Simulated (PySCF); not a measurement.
Simulation results for H4NSi

Computed with PySCF 2.14.0. Calculation on a computer-drawn molecule: vertical ionisation energy to the stated ion spin, frozen-core CCSD(T) at the basis limit and cheaper methods, single-reference cases, UHF for radicals, no spin-orbit; all values are single points at the evaluated structure, the first of each entry, which is the reference or a displaced copy of it and isn't optimised; the reference structure only sets the zero of the energies above reference; triples share is (T) over the correlation energy.

Common to all runs: charge 1; multiplicity 1; ion multiplicity 2; diffuse functions no; basis cc-pV(n+d)Z; reference is the Hartree-Fock double-zeta minimum; best is HF at quadruple zeta + MP2 correlation extrapolated from triple and quadruple zeta + CCSD(T) minus MP2 at triple zeta; basis step is the size of the change from the same recipe one zeta lower.

(1) H4NSi

Evaluated structure:
```xyz
6
H4NSi
N      1.3479     0.1253    -1.0722
Si     1.0660    -0.4068     0.4308
H      2.1314     0.3078    -1.5443
H      0.4584     0.4968    -1.8029
H      2.0442    -0.8531     1.1032
H     -0.3432    -0.6292     0.7961
```

Reference structure:
```xyz
6
H4NSi
N      1.2610     0.2118    -1.1311
Si     1.0248    -0.4813     0.3237
H      2.1705     0.4092    -1.5180
H      0.5145     0.4926    -1.7472
H      2.1933    -0.8387     1.1152
H     -0.3438    -0.7110     0.7641
```

* ionisation energy best: 18.08 eV
* ionisation energy basis step: 0.02619 eV
* energy above reference best: 30.34 kcal/mol
* energy above reference basis step: 0.2314 kcal/mol
* ionisation energy Koopmans at triple zeta: 18.57 eV
* ionisation energy EOM CCSD at triple zeta: 17.93 eV
* total energy HF triple zeta: -345.4532 hartree
* total energy CCSD(T) triple zeta: -345.8097 hartree
* total energy best: -345.8556 hartree
* T1 diagnostic at triple zeta: 0.01519
* D1 diagnostic at triple zeta: 0.04654
* ion T1 diagnostic at triple zeta: 0.009377
* ion D1 diagnostic at triple zeta: 0.02269
* ion spin squared at triple zeta: 0.7598
* triples share at triple zeta: 0.03437
* basis functions triple zeta: 125

Drawn bonds:
```
atom  other atom  order
   1           2      1
   1           3      1
   1           4      1
   2           5      1
   2           6      1
```

Triple zeta:
```
 method  ionisation energy (eV)  energy above reference (kcal/mol)
     HF                   16.26                              32.53
    PBE                   18.12                              30.28
 r2SCAN                   17.94                              30.36
  B3LYP                   18.04                              29.97
  wB97X                   17.93                               30.9
    MP2                   18.03                              30.39
   CCSD                   17.81                               30.6
CCSD(T)                   17.94                              30.36
```

(2) H4NSi

Evaluated structure:
```xyz
6
H4NSi
N      1.2511     0.2197    -1.1167
Si     1.0272    -0.4659     0.3392
H      2.1894     0.4081    -1.5177
H      0.5183     0.4968    -1.7268
H      2.1948    -0.8492     1.0915
H     -0.3130    -0.6975     0.7607
```

Reference structure:
```xyz
6
H4NSi
N      1.2610     0.2118    -1.1311
Si     1.0248    -0.4813     0.3237
H      2.1705     0.4092    -1.5180
H      0.5145     0.4926    -1.7472
H      2.1933    -0.8387     1.1152
H     -0.3438    -0.7110     0.7641
```

* ionisation energy best: 18.18 eV
* ionisation energy basis step: 0.02851 eV
* energy above reference best: 0.9558 kcal/mol
* energy above reference basis step: 0.03452 kcal/mol
* ionisation energy Koopmans at triple zeta: 18.65 eV
* ionisation energy EOM CCSD at triple zeta: 18.04 eV
* total energy HF triple zeta: -345.5034 hartree
* total energy CCSD(T) triple zeta: -345.8565 hartree
* total energy best: -345.9024 hartree
* T1 diagnostic at triple zeta: 0.01458
* D1 diagnostic at triple zeta: 0.04452
* ion T1 diagnostic at triple zeta: 0.008696
* ion D1 diagnostic at triple zeta: 0.02132
* ion spin squared at triple zeta: 0.7577
* triples share at triple zeta: 0.03359
* basis functions triple zeta: 125

Drawn bonds:
```
atom  other atom  order
   1           2      1
   1           3      1
   1           4      1
   2           5      1
   2           6      1
```

Triple zeta:
```
 method  ionisation energy (eV)  energy above reference (kcal/mol)
     HF                   16.38                             0.9869
    PBE                   18.22                              1.182
 r2SCAN                   18.04                              1.023
  B3LYP                   18.14                             0.9537
  wB97X                   18.04                             0.9767
    MP2                   18.13                             0.8666
   CCSD                   17.91                             0.9554
CCSD(T)                   18.04                             0.9639
```

(3) H4NSi

Evaluated structure:
```xyz
6
H4NSi
N      1.2511     0.2197    -1.1167
Si     1.0272    -0.4659     0.3392
H      2.1894     0.4081    -1.5177
H      0.5183     0.4968    -1.7268
H      2.1154    -0.8231     1.0403
H     -0.3130    -0.6975     0.7607
```

Reference structure:
```xyz
6
H4NSi
N      1.2610     0.2118    -1.1311
Si     1.0248    -0.4813     0.3237
H      2.1705     0.4092    -1.5180
H      0.5145     0.4926    -1.7472
H      2.1933    -0.8387     1.1152
H     -0.3438    -0.7110     0.7641
```

* ionisation energy best: 18.19 eV
* ionisation energy basis step: 0.02923 eV
* energy above reference best: 4.68 kcal/mol
* energy above reference basis step: 0.1329 kcal/mol
* ionisation energy Koopmans at triple zeta: 18.64 eV
* ionisation energy EOM CCSD at triple zeta: 18.05 eV
* total energy HF triple zeta: -345.4979 hartree
* total energy CCSD(T) triple zeta: -345.8506 hartree
* total energy best: -345.8965 hartree
* T1 diagnostic at triple zeta: 0.01455
* D1 diagnostic at triple zeta: 0.04463
* ion T1 diagnostic at triple zeta: 0.008546
* ion D1 diagnostic at triple zeta: 0.02129
* ion spin squared at triple zeta: 0.7577
* triples share at triple zeta: 0.03335
* basis functions triple zeta: 125

Drawn bonds:
```
atom  other atom  order
   1           2      1
   1           3      1
   1           4      1
   2           5      1
   2           6      1
```

Triple zeta:
```
 method  ionisation energy (eV)  energy above reference (kcal/mol)
     HF                   16.39                              4.425
    PBE                   18.24                              5.555
 r2SCAN                   18.05                              4.923
  B3LYP                   18.15                              4.663
  wB97X                   18.05                               4.74
    MP2                   18.14                              4.402
   CCSD                   17.92                              4.618
CCSD(T)                   18.05                              4.687
```

(4) H4NSi

Evaluated structure:
```xyz
6
H4NSi
N      1.2511     0.2197    -1.1167
Si     1.0272    -0.4659     0.3392
H      2.1894     0.4081    -1.5177
H      0.5183     0.4968    -1.7268
H      2.2766    -0.8761     1.1442
H     -0.3130    -0.6975     0.7607
```

Reference structure:
```xyz
6
H4NSi
N      1.2610     0.2118    -1.1311
Si     1.0248    -0.4813     0.3237
H      2.1705     0.4092    -1.5180
H      0.5145     0.4926    -1.7472
H      2.1933    -0.8387     1.1152
H     -0.3438    -0.7110     0.7641
```

- ionisation energy best: 18.17 eV
- ionisation energy basis step: 0.02782 eV
- energy above reference best: 2.249 kcal/mol
- energy above reference basis step: 0.02602 kcal/mol
- ionisation energy Koopmans at triple zeta: 18.66 eV
- ionisation energy EOM CCSD at triple zeta: 18.03 eV
- total energy HF triple zeta: -345.5006 hartree
- total energy CCSD(T) triple zeta: -345.8545 hartree
- total energy best: -345.9004 hartree
- T1 diagnostic at triple zeta: 0.01465
- D1 diagnostic at triple zeta: 0.04444
- ion T1 diagnostic at triple zeta: 0.008883
- ion D1 diagnostic at triple zeta: 0.02136
- ion spin squared at triple zeta: 0.7577
- triples share at triple zeta: 0.03386
- basis functions triple zeta: 125

Drawn bonds:
```
atom  other atom  order
   1           2      1
   1           3      1
   1           4      1
   2           5      1
   2           6      1
```

Triple zeta:
```
 method  ionisation energy (eV)  energy above reference (kcal/mol)
     HF                   16.37                              2.742
    PBE                   18.17                              1.722
 r2SCAN                   18.02                              2.082
  B3LYP                   18.12                              2.164
  wB97X                   18.02                              2.245
    MP2                   18.12                                2.4
   CCSD                    17.9                              2.295
CCSD(T)                   18.03                              2.227
```

(5) H4NSi

Evaluated structure:
```xyz
6
H4NSi
N      1.2511     0.2197    -1.1167
Si     1.0272    -0.4659     0.3392
H      2.1894     0.4081    -1.5177
H      0.5183     0.4968    -1.7268
H      2.3633    -0.9045     1.2001
H     -0.3130    -0.6975     0.7607
```

Reference structure:
```xyz
6
H4NSi
N      1.2610     0.2118    -1.1311
Si     1.0248    -0.4813     0.3237
H      2.1705     0.4092    -1.5180
H      0.5145     0.4926    -1.7472
H      2.1933    -0.8387     1.1152
H     -0.3438    -0.7110     0.7641
```

- ionisation energy best: 18.15 eV
- ionisation energy basis step: 0.02718 eV
- energy above reference best: 7.211 kcal/mol
- energy above reference basis step: 0.04932 kcal/mol
- ionisation energy Koopmans at triple zeta: 18.67 eV
- ionisation energy EOM CCSD at triple zeta: 18.02 eV
- total energy HF triple zeta: -345.4916 hartree
- total energy CCSD(T) triple zeta: -345.8467 hartree
- total energy best: -345.8925 hartree
- T1 diagnostic at triple zeta: 0.01478
- D1 diagnostic at triple zeta: 0.04439
- ion T1 diagnostic at triple zeta: 0.009119
- ion D1 diagnostic at triple zeta: 0.02141
- ion spin squared at triple zeta: 0.7578
- triples share at triple zeta: 0.03418
- basis functions triple zeta: 125

Drawn bonds:
```
atom  other atom  order
   1           2      1
   1           3      1
   1           4      1
   2           5      1
   2           6      1
```

Triple zeta:
```
 method  ionisation energy (eV)  energy above reference (kcal/mol)
     HF                   16.36                              8.399
    PBE                    18.1                              5.859
 r2SCAN                      18                              6.789
  B3LYP                    18.1                              6.983
  wB97X                      18                              7.252
    MP2                    18.1                              7.692
   CCSD                   17.88                              7.305
CCSD(T)                   18.01                              7.139
```

(6) H4NSi

Evaluated structure:
```xyz
6
H4NSi
N      1.2511     0.2197    -1.1167
Si     1.0272    -0.4659     0.3392
H      2.1894     0.4081    -1.5177
H      0.5183     0.4968    -1.7268
H      2.3755    -0.9085     1.2079
H     -0.3130    -0.6975     0.7607
```

Reference structure:
```xyz
6
H4NSi
N      1.2610     0.2118    -1.1311
Si     1.0248    -0.4813     0.3237
H      2.1705     0.4092    -1.5180
H      0.5145     0.4926    -1.7472
H      2.1933    -0.8387     1.1152
H     -0.3438    -0.7110     0.7641
```

* ionisation energy best: 18.14 eV
* ionisation energy basis step: 0.02709 eV
* energy above reference best: 8.11 kcal/mol
* energy above reference basis step: 0.04958 kcal/mol
* ionisation energy Koopmans at triple zeta: 18.67 eV
* ionisation energy EOM CCSD at triple zeta: 18.02 eV
* total energy HF triple zeta: -345.4900 hartree
* total energy CCSD(T) triple zeta: -345.8453 hartree
* total energy best: -345.8910 hartree
* T1 diagnostic at triple zeta: 0.0148
* D1 diagnostic at triple zeta: 0.04438
* ion T1 diagnostic at triple zeta: 0.009155
* ion D1 diagnostic at triple zeta: 0.02142
* ion spin squared at triple zeta: 0.7578
* triples share at triple zeta: 0.03423
* basis functions triple zeta: 125

Drawn bonds:
```
atom  other atom  order
   1           2      1
   1           3      1
   1           4      1
   2           5      1
   2           6      1
```

Triple zeta:
```
 method  ionisation energy (eV)  energy above reference (kcal/mol)
     HF                   16.36                              9.414
    PBE                   18.09                              6.644
 r2SCAN                      18                              7.655
  B3LYP                    18.1                              7.861
  wB97X                      18                              8.167
    MP2                    18.1                              8.645
   CCSD                   17.87                              8.212
CCSD(T)                   18.01                              8.031
```

(7) H4NSi

Evaluated structure:
```xyz
6
H4NSi
N      1.2062     0.2197    -1.1593
Si     1.0729    -0.4945     0.3248
H      2.1580     0.3454    -1.5022
H      0.3692     0.5522    -1.8842
H      2.2568    -0.8926     1.0992
H     -0.4157    -0.7260     0.7364
```

Reference structure:
```xyz
6
H4NSi
N      1.2610     0.2118    -1.1311
Si     1.0248    -0.4813     0.3237
H      2.1705     0.4092    -1.5180
H      0.5145     0.4926    -1.7472
H      2.1933    -0.8387     1.1152
H     -0.3438    -0.7110     0.7641
```

* ionisation energy best: 17.81 eV
* ionisation energy basis step: 0.02405 eV
* energy above reference best: 11.94 kcal/mol
* energy above reference basis step: 0.1827 kcal/mol
* ionisation energy Koopmans at triple zeta: 18.33 eV
* ionisation energy EOM CCSD at triple zeta: 17.66 eV
* total energy HF triple zeta: -345.4798 hartree
* total energy CCSD(T) triple zeta: -345.8394 hartree
* total energy best: -345.8849 hartree
* T1 diagnostic at triple zeta: 0.01614
* D1 diagnostic at triple zeta: 0.04948
* ion T1 diagnostic at triple zeta: 0.009865
* ion D1 diagnostic at triple zeta: 0.02415
* ion spin squared at triple zeta: 0.7597
* triples share at triple zeta: 0.03582
* basis functions triple zeta: 125

Drawn bonds:
```
atom  other atom  order
   1           2      1
   1           3      1
   1           4      1
   2           5      1
   2           6      1
```

Triple zeta:
```
 method  ionisation energy (eV)  energy above reference (kcal/mol)
     HF                   15.97                              15.78
    PBE                   17.82                              9.301
 r2SCAN                   17.65                              11.46
  B3LYP                   17.75                               11.6
  wB97X                   17.64                              12.42
    MP2                   17.77                              12.26
   CCSD                   17.52                              12.35
CCSD(T)                   17.67                              11.72
```

(8) H4NSi

Evaluated structure:
```xyz
6
H4NSi
N      1.3070     0.2341    -1.0817
Si     0.9942    -0.4692     0.2935
H      2.1144     0.4260    -1.5614
H      0.5264     0.4927    -1.7486
H      2.2375    -0.8654     1.1507
H     -0.3970    -0.7036     0.7082
```

Reference structure:
```xyz
6
H4NSi
N      1.2610     0.2118    -1.1311
Si     1.0248    -0.4813     0.3237
H      2.1705     0.4092    -1.5180
H      0.5145     0.4926    -1.7472
H      2.1933    -0.8387     1.1152
H     -0.3438    -0.7110     0.7641
```

- ionisation energy best: 18.48 eV
- ionisation energy basis step: 0.02877 eV
- energy above reference best: 7.95 kcal/mol
- energy above reference basis step: 0.2936 kcal/mol
- ionisation energy Koopmans at triple zeta: 19.02 eV
- ionisation energy EOM CCSD at triple zeta: 18.36 eV
- total energy HF triple zeta: -345.4922 hartree
- total energy CCSD(T) triple zeta: -345.8452 hartree
- total energy best: -345.8913 hartree
- T1 diagnostic at triple zeta: 0.01343
- D1 diagnostic at triple zeta: 0.03941
- ion T1 diagnostic at triple zeta: 0.00885
- ion D1 diagnostic at triple zeta: 0.01978
- ion spin squared at triple zeta: 0.7574
- triples share at triple zeta: 0.03321
- basis functions triple zeta: 125

Drawn bonds:
```
atom  other atom  order
   1           2      1
   1           3      1
   1           4      1
   2           5      1
   2           6      1
```

Triple zeta:
```
 method  ionisation energy (eV)  energy above reference (kcal/mol)
     HF                   16.73                              7.997
    PBE                   18.35                              7.472
 r2SCAN                   18.34                              7.543
  B3LYP                   18.44                               7.81
  wB97X                   18.35                              7.677
    MP2                   18.44                              8.367
   CCSD                   18.22                              8.018
CCSD(T)                   18.35                              8.114
```

(9) H4NSi

Evaluated structure:
```xyz
6
H4NSi
N      1.2210     0.1005    -1.0940
Si     1.0636    -0.4854     0.3295
H      2.2274     0.3597    -1.5886
H      0.3831     0.5906    -1.9486
H      2.1950    -0.9074     1.0818
H     -0.4013    -0.7372     0.7315
```

Reference structure:
```xyz
6
H4NSi
N      1.2610     0.2118    -1.1311
Si     1.0248    -0.4813     0.3237
H      2.1705     0.4092    -1.5180
H      0.5145     0.4926    -1.7472
H      2.1933    -0.8387     1.1152
H     -0.3438    -0.7110     0.7641
```

* ionisation energy best: 18.13 eV
* ionisation energy basis step: 0.02242 eV
* energy above reference best: 38.35 kcal/mol
* energy above reference basis step: 0.1162 kcal/mol
* ionisation energy Koopmans at triple zeta: 18.76 eV
* ionisation energy EOM CCSD at triple zeta: 17.96 eV
* total energy HF triple zeta: -345.4330 hartree
* total energy CCSD(T) triple zeta: -345.7968 hartree
* total energy best: -345.8428 hartree
* T1 diagnostic at triple zeta: 0.01444
* D1 diagnostic at triple zeta: 0.04193
* ion T1 diagnostic at triple zeta: 0.01116
* ion D1 diagnostic at triple zeta: 0.02377
* ion spin squared at triple zeta: 0.7642
* triples share at triple zeta: 0.03631
* basis functions triple zeta: 125

Drawn bonds:
```
atom  other atom  order
   1           2      1
   1           3      1
   1           4      1
   2           5      1
   2           6      1
```

Triple zeta:
```
 method  ionisation energy (eV)  energy above reference (kcal/mol)
     HF                   16.31                              45.19
    PBE                   18.02                              34.86
 r2SCAN                   17.95                              37.47
  B3LYP                   18.05                               37.6
  wB97X                   17.96                              39.11
    MP2                    18.1                              38.97
   CCSD                   17.85                              39.28
CCSD(T)                   17.99                              38.44
```

(10) H4NSi

Evaluated structure:
```xyz
6
H4NSi
N      1.2681     0.1860    -1.1334
Si     1.0336    -0.5040     0.3260
H      2.1799     0.4378    -1.5468
H      0.5093     0.4973    -1.7324
H      2.2079    -0.8375     1.0798
H     -0.3461    -0.7082     0.7812
```

Reference structure:
```xyz
6
H4NSi
N      1.2610     0.2118    -1.1311
Si     1.0248    -0.4813     0.3237
H      2.1705     0.4092    -1.5180
H      0.5145     0.4926    -1.7472
H      2.1933    -0.8387     1.1152
H     -0.3438    -0.7110     0.7641
```

* ionisation energy best: 18.1 eV
* ionisation energy basis step: 0.02775 eV
* energy above reference best: 0.4699 kcal/mol
* energy above reference basis step: 0.06347 kcal/mol
* ionisation energy Koopmans at triple zeta: 18.58 eV
* ionisation energy EOM CCSD at triple zeta: 17.97 eV
* total energy HF triple zeta: -345.5034 hartree
* total energy CCSD(T) triple zeta: -345.8574 hartree
* total energy best: -345.9032 hartree
* T1 diagnostic at triple zeta: 0.01485
* D1 diagnostic at triple zeta: 0.04541
* ion T1 diagnostic at triple zeta: 0.008852
* ion D1 diagnostic at triple zeta: 0.02167
* ion spin squared at triple zeta: 0.7579
* triples share at triple zeta: 0.03393
* basis functions triple zeta: 125

Drawn bonds:
```
atom  other atom  order
   1           2      1
   1           3      1
   1           4      1
   2           5      1
   2           6      1
```

Triple zeta:
```
 method  ionisation energy (eV)  energy above reference (kcal/mol)
     HF                    16.3                              1.009
    PBE                   18.13                             0.1756
 r2SCAN                   17.96                             0.4138
  B3LYP                   18.06                             0.4046
  wB97X                   17.96                             0.5288
    MP2                   18.05                             0.4491
   CCSD                   17.83                             0.5132
CCSD(T)                   17.96                             0.4273
```
